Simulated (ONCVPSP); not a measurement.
**Before and after: ONCV potential for manganese**

manganese, optimised norm-conserving Vanderbilt (ONCV), made with ONCVPSP 4.0.1 (LDA (Perdew-Wang 92), scalar-relativistic). Core [Ar], reference 3d5 4s2. Waves: 4s: rc 2.75 bohr, ncon 3, nbas 6, qcut 2.3 1/bohr, 1 projector; p scattering state at 0.25 Ha: rc 2.85 bohr, ncon 4, nbas 8, qcut 2.4 1/bohr, 2 projectors, debl 2.7 Ha; 3d: rc 1.60 bohr, ncon 3, nbas 8, qcut 11.8 1/bohr, 1 projector. Local part: polynomial inside 1.40 bohr (lpopt 5, dvloc0 3 Ha). Core correction: Teter function, fcfact 5.25, rcfact 1.1.

In the p channel the program set the typed energies aside and used 0.050, 2.750 Ha.

All-electron outer shells of the reference configuration (LDA (PZ), scalar-relativistic, ld1.x):

```json
{"shell": "3p", "level (eV)": "-54.49", "outermost node (bohr)": "0.31", "outermost maximum (bohr)": "0.75"}
{"shell": "3d", "level (eV)": "-7.01", "outermost node (bohr)": "–", "outermost maximum (bohr)": "0.75"}
{"shell": "4s", "level (eV)": "-5.29", "outermost node (bohr)": "1.06", "outermost maximum (bohr)": "2.47"}
```

Change: all radii but the core radius scaled by about 1.31 (s 3.60, p 3.74, d 2.10 bohr); local potential polynomial inside 1.84 bohr (lpopt 5, dvloc0 3 Ha).

Cutoffs: the cutoffs (Ha) at which the residual kinetic energy of the hardest occupied pseudo-wave falls to 1 and 0.1 mHa per electron; they do not see the model core or the augmentation charge, which bear on the density cutoff. Errors are all-electron minus pseudo energies relative to the spin-unpolarised reference configuration.

Problem. How do hardness, ghosts and transferability respond?

Solution. The potential gets softer (45 Ha and 52 Ha → 35 Ha and 40 Ha); the lowest positive-energy flag moves from s at 5.9 eV to none; of the 4 tests that both files solve, the error grows in 4 and shrinks in 0 by more than 15 % and 0.3 meV (median size 11.5 → 125.6 meV); neither file shows a bound ghost. A larger radius leaves more room for a smooth pseudo-wave, so fewer plane waves are needed. More of the atom is replaced by a form fitted at one configuration, so other configurations suffer.

| quantity | base | changed |
| --- | --- | --- |
| cutoff, loose | 45 Ha | 35 Ha |
| cutoff, tight | 52 Ha | 40 Ha |
| loose cutoff by channel | s 2.9 Ha, d 45 Ha | s 1.6 Ha, d 35 Ha |
| bound ghosts | none | none |
| GHOST(+) flags under 300 eV | s at 5.9 eV | none |
| error for 3d5 4s1, meV [ΔE 8.65 eV] | +6.9 | -10 |
| error for 3d5 4s0, meV [ΔE 24.52 eV] | -10 | -156 |
| error for 3d4 4s0, meV [ΔE 57.33 eV] | -260 | -906 |
| error for 3d5 4s0 4p1, meV [ΔE 13.46 eV] | -13 | -95 |
| rms error of d²Exc/dni dnj with the model core, mHa | 8.91 | 8.06 |
